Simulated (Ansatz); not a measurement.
Total energies of BH$_{5}$OSiZn, SMILES `OB[SiH2][ZnH]`.

```json
{"atom": "O1", "x (Å)": "0.8446", "y (Å)": "0.3553", "z (Å)": "1.9698"}
{"atom": "B2", "x (Å)": "0.0632", "y (Å)": "-0.4251", "z (Å)": "1.1862"}
{"atom": "Si3", "x (Å)": "0.3935", "y (Å)": "-0.4878", "z (Å)": "-0.8001"}
{"atom": "Zn4", "x (Å)": "-0.9928", "y (Å)": "1.1194", "z (Å)": "-1.8830"}
{"atom": "H5", "x (Å)": "0.5847", "y (Å)": "0.3511", "z (Å)": "2.8955"}
{"atom": "H6", "x (Å)": "-0.8574", "y (Å)": "-1.0232", "z (Å)": "1.6878"}
{"atom": "H7", "x (Å)": "0.0448", "y (Å)": "-1.8427", "z (Å)": "-1.3260"}
{"atom": "H8", "x (Å)": "1.8217", "y (Å)": "-0.2230", "z (Å)": "-1.1489"}
{"atom": "H9", "x (Å)": "-1.9022", "y (Å)": "2.1760", "z (Å)": "-2.5813"}
```

Total charge 0; spin multiplicity 1. For Zn the d shell is correlated and the shells below it are frozen. Scalar relativity is left out up to krypton. All single points use the PBE0-D4/def2-TZVP geometry. It is one conformer, not always the lowest. Basis def2-TZVPP, Ansatz 0.2.0.

RPA on PBE orbitals: Hartree–Fock energy of these orbitals -2169.18512 Eh, correlation -1.45934 Eh (frozen core).

```csv
functional,energy without D4 (Eh),D4 term (kJ/mol)
r2SCAN0,-2171.88545,-4.8
LC-ωPBE,-2171.65155,–
```

(1) Give the same for LDA (SPW92), PBE, revPBE, BLYP, r2SCAN, B97M-V, PBE0, B3LYP, r2SCANh, HSE06 (plane-wave form), BHLYP, CAM-B3LYP, ωB97X-V, ωB97M-V, B2PLYP, PBE-QIDH. (Estimate.)

B3LYP takes the VWN-RPA correlation (the form of Gaussian; ORCA's B3LYP/G). HSE06 is the plane-wave form, built on full-range PBE exchange. The double hybrids freeze the cores in their second-order part.

## Answers

(1) Ansatz gave: 
```tsv
functional	energy without D4 (Eh)	D4 term (kJ/mol)
LDA (SPW92)	-2167.12795	–
PBE	-2171.49329	-16.3
revPBE	-2171.82854	-45.2
BLYP	-2172.09152	-35.2
r2SCAN	-2171.94078	-4.0
B97M-V	-2171.59939	–
PBE0	-2171.54750	-13.9
B3LYP	-2172.12254	-26.5
r2SCANh	-2171.91789	-4.3
HSE06 (plane-wave form)	-2171.53357	-13.1
BHLYP	-2171.94473	-21.9
CAM-B3LYP	-2172.11331	-14.4
ωB97X-V	-2171.79129	–
ωB97M-V	-2171.87181	–
B2PLYP	-2171.55746	–
PBE-QIDH	-2171.19750	–
```

LC-ωPBE has ω = 0.4 bohr⁻¹.
